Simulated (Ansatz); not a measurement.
Input file for Ansatz (a first-principles code): U-wB97X-V/def2-TZVPP on GeH3O3 (SMILES [OH][Ge]([OH])[OH]).

Ansatz 0.2 input:
```yaml
crystal:
  periodic: [false, false, false]
  atoms:
    - {symbol: O, position_ang: [-1.00484998, -1.06018874, -0.79520945]}
    - {symbol: Ge, position_ang: [-0.21506950, -0.07633105, 0.47968482]}
    - {symbol: O, position_ang: [-0.32904980, 1.62889466, -0.06453049]}
    - {symbol: O, position_ang: [1.52692344, -0.50021382, 0.42894984]}
    - {symbol: H, position_ang: [-1.90153802, -0.75166525, -0.99201195]}
    - {symbol: H, position_ang: [0.25046350, 2.21457305, 0.44449609]}
    - {symbol: H, position_ang: [1.67302036, -1.45506885, 0.49872113]}
basis:
  gaussian:
    orbitals: def2-TZVPP
hamiltonian:
  xc: {name: wB97X-V}
magnetization: {spin_polarized: true, initial_magnetization: 1}
```

Program output:

```
WARN ansatz: RAYON_NUM_THREADS=4 ignored (pool sized by the plan → 4); use --threads N
Functional definition: wB97X-V
integrals: 0.13 GiB planned
1019 factors; their error is unknown
integrals: 0.16 GiB planned
204 factors; integrals over basis functions are off by at most 6.1e-6 eV
mean field: 1.62 GiB planned
mean field evaluation 1: about -62694.5332 eV, gradient 5.6e1 eV
mean field evaluation 2: about -62690.1284 eV, gradient 6.9e1 eV
mean field evaluation 4: about -62704.6476 eV, gradient 1.9e0 eV
mean field evaluation 8: about -62704.6673 eV, gradient 4.7e-2 eV
mean field evaluation 16: about -62704.8527 eV, gradient 1.4e-4 eV
mean field -62704.85265862 eV, -2304.3608323285 hartree, gradient 7.7e-5 eV, S^2 0.755008; 0 other end points of the search recorded, 0 dependent functions left out
reference -62704.85265747 eV, -2304.3608322863 hartree; 30, 29 occupied and 153, 154 virtual orbitals, 1019 factors
Total energy: -62704.85265747 eV, -2304.3608322863 hartree
```

Self-consistency was reached.

Cost: around 22 core-seconds (rough).
